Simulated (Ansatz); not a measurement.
System: CH2Cl3Si (charge 0, doublet). It need not be the lowest isomer of its formula. 
Structure (B3LYP-D3(BJ)/def2-TZVP (Ansatz, an electronic-structure program) minimum search):
SMILES: Cl[Si](Cl)([CH2])Cl
```xyz
7

Si    -0.2824    -0.0042     0.0447
Cl     0.2736     1.8252    -0.6851
Cl     0.2296    -1.4567    -1.3037
Cl     0.7704    -0.3456     1.7719
C     -2.0728    -0.0379     0.3539
H     -2.6236     0.8576     0.6134
H     -2.6382    -0.9611     0.3248
```
Charge 0, spin multiplicity 2.

Parts of the frozen-core correlation energy in 6-31G (Ansatz, hartree). Frozen orbitals: 21; correlated occupied orbitals by spin: 16 and 15; virtual: 28 and 29. UHF or UKS for open shells. Spin-orbit coupling is left out. Non-relativistic.

```tsv
term	value
reference (HF)	-1706.35712
MP2 opposite-spin	-0.18050
MP2 same-spin	-0.05576
CCSD correlation	-0.27064
(T)	-0.00605
T1 diagnostic	0.011
largest doubles amplitude	0.024
<S^2> of the reference	0.761
```
